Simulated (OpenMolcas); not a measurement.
Cl+: effect of the level shift or regulariser

```json
{
 "Program": "OpenMolcas",
 "Basis": "ANO-L-VTZP [5s4p2d1f]",
 "Scalar Hamiltonian": "non-relativistic, point nucleus",
 "Active space": "4 electrons in 3 orbitals (3p)",
 "State averaging": "2S+1 = 3 even, 3 roots; 2S+1 = 1 even, 6 roots",
 "Spin-orbit coupling": "RASSI with atomic mean-field integrals over the reference wave functions, term energies averaged over their components"
}
```

Methods on the same reference wave functions:
A. CASSCF
B. SS-CASPT2, IPEA 0.25 Eh, imaginary shift 0.1 Eh (closed shells correlated: 2s 2p 3s)
C. SS-CASPT2, IPEA 0.25 Eh, real shift 0.2 Eh (closed shells correlated: 2s 2p 3s)

Energies in cm⁻¹ above 3s² 3p⁴ ³P₂, the measured ground level; measured values from NIST Handbook of Basic Atomic Spectroscopic Data.

```
      Level      A      B      C  Measured
3s² 3p⁴ ³P₂    0.0    0.0    0.0       0.0
3s² 3p⁴ ³P₁    643    646    646       696
3s² 3p⁴ ³P₀    935    933    933       996
3s² 3p⁴ ¹D₂  14431  12170  12190     11654
3s² 3p⁴ ¹S₀  35460  29690  29770     27878
```

Deviations, from unrounded energies. A percentage is the sum of absolute deviations over the sum of measured energies, with the sign that they share, or ± where signs differ.

| Against measurement | Levels | A | B | C |
| --- | --- | --- | --- | --- |
| mean absolute deviation (cm-1) | 4 | 2600 | 610 | 630 |
| fine structure of the ground term (%) | 2 | -6.7 | -6.7 | -6.7 |
| other terms of the ground configuration (%) | 2 | +26.2 | +5.9 | +6.1 |

B, C lie about equally close to measurement and A furthest from it. The largest miss of B in the table is 3s² 3p⁴ ¹S₀, by +1800 cm-1. The ranking rests on the paired levels alone, and a cruder setting can come out closer through cancelling errors.

Between B and C the level of the table that moves most is 3s² 3p⁴ ¹S₀, by 72 cm-1 (lowest in B, highest in C). Moves below CASPT2's spread within the term are not significant.

The mean deviations of B to C differ by less than CASPT2's widest spread within a term (180 cm-1), so their order carries little weight.

From A to B the spin-free energies of the other terms of 3s² 3p⁴ shown, above ³P, scale by a factor of 0.84.

The lowest spin-free term lies below A's lowest term by 0.151 hartree in B, 0.151 hartree in C.

Term energies are means over components that CASPT2 splits; among the terms shown or strongly mixed into the levels shown the widest spread is 180 cm-1 (3s² 3p⁴ ¹D, B). With the s shell closed, the reference lacks s² → p² mixing. Without dynamic correlation excited terms often stand tens of per cent too high (terms of higher spin than the ground term too low), and those without a measured partner can miss by more than the paired ones (holds for A). Computed and measured levels are paired by configuration, term and J; levels that our copy of the source lacks, or whose pairing is in doubt (as where it misses far off the trend of its configuration), stay unpaired and out of the deviations. Levels of configurations outside the active space are missing.
